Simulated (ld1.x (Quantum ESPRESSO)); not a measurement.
u(r) = r·R(r): atom against pseudo-atom (zinc (Zn))

Columns: radius, all-electron u(r) and pseudo u(r) of the 3p shell (level -83.46 eV) of zinc in the configuration [Ne] 3s2 3p6 3d10 4s2 4p0; PW91, scalar-relativistic, PAW scheme, ld1.x (Quantum ESPRESSO) 7.5.

```csv
r (bohr),all-electron,pseudo
0.080,0.5749,-0.0381
0.160,0.5782,-0.1468
0.240,0.0700,-0.3095
0.320,-0.4977,-0.5024
0.400,-0.9239,-0.6978
0.480,-1.1716,-0.8693
0.560,-1.2695,-0.9961
0.640,-1.2627,-1.0656
0.720,-1.1918,-1.0754
0.800,-1.0869,-1.0321
0.880,-0.9680,-0.9495
0.960,-0.8478,-0.8445
1.040,-0.7334,-0.7335
1.120,-0.6285,-0.6286
1.200,-0.5348,-0.5348
1.280,-0.4526,-0.4526
1.360,-0.3813,-0.3813
1.440,-0.3201,-0.3201
1.520,-0.2679,-0.2679
1.600,-0.2237,-0.2237
1.680,-0.1865,-0.1865
1.760,-0.1552,-0.1552
1.840,-0.1289,-0.1289
1.920,-0.1070,-0.1070
2.000,-0.0888,-0.0888
2.080,-0.0735,-0.0735
```

Q: How many radial nodes do the two functions have?

A: The all-electron 3p function has n − l − 1 = 1; the pseudo-wave has 0, since the states of the same l below it are removed with the core.

Q: At about which radius was the pseudo-wave matched?

A: 1.15 bohr. The columns agree to 0.0005 from 1.04 bohr on; several derivatives are matched, so the curves merge somewhat inside the radius.

Q: Is the pseudo-wave norm-conserving?

A: No, it belongs to a PAW set: the norm inside the radius is not constrained, and the difference is carried by the augmentation charge.
